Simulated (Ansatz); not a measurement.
Input for Ansatz (a program for electronic structure): R-SVWN5/def2-TZVPPD on CH3I (SMILES CI) with ghost functions. Elements past Kr take the def2 small-core potentials; no spin–orbit coupling. Files ending in .json are basis or fitting sets from the Basis Set Exchange.

Ansatz 0.2 input:
```yaml
crystal:
  periodic: [false, false, false]
  atoms:
    - {symbol: C, position_ang: [-0.84073114, -1.61734520, 3.63927146]}
    - {symbol: I, position_ang: [0.78950152, -0.21392715, 3.78246419]}
    - {symbol: H, position_ang: [-0.47959621, -2.57025896, 4.00818073]}
    - {symbol: H, position_ang: [-1.64980770, -1.23570131, 4.25110487]}
    - {symbol: H, position_ang: [-1.11842213, -1.67038612, 2.59301398]}
basis:
  gaussian:
    orbitals: def2-TZVPPD.json
    ghost_atoms:
      - {symbol: C, position_ang: [-0.23151166, -0.46760853, 0.23182980]}
      - {symbol: O, position_ang: [0.37073125, 0.18341140, -0.45984874]}
hamiltonian:
  xc: {name: SVWN5}
scf: {lower_state_search: off}
```

The head of its log:

```
WARN ansatz: RAYON_NUM_THREADS=2 ignored (pool sized by the plan → 2); use --threads N
Functional definition: SVWN5
these checks for a lower state are left out or cut short: stability, starts, cluster_reference, orbital_swaps, neighbouring_geometries, increment
integrals: 0.12 GiB planned
1103 factors; their error is unknown
mean field: 0.92 GiB planned
mean field evaluation 1: about -9156.5783 eV, gradient 6.3e1 eV
mean field evaluation 2: about -9135.4891 eV, gradient 9.9e1 eV
```

Predict the final total energy.

-336.8345 hartree.
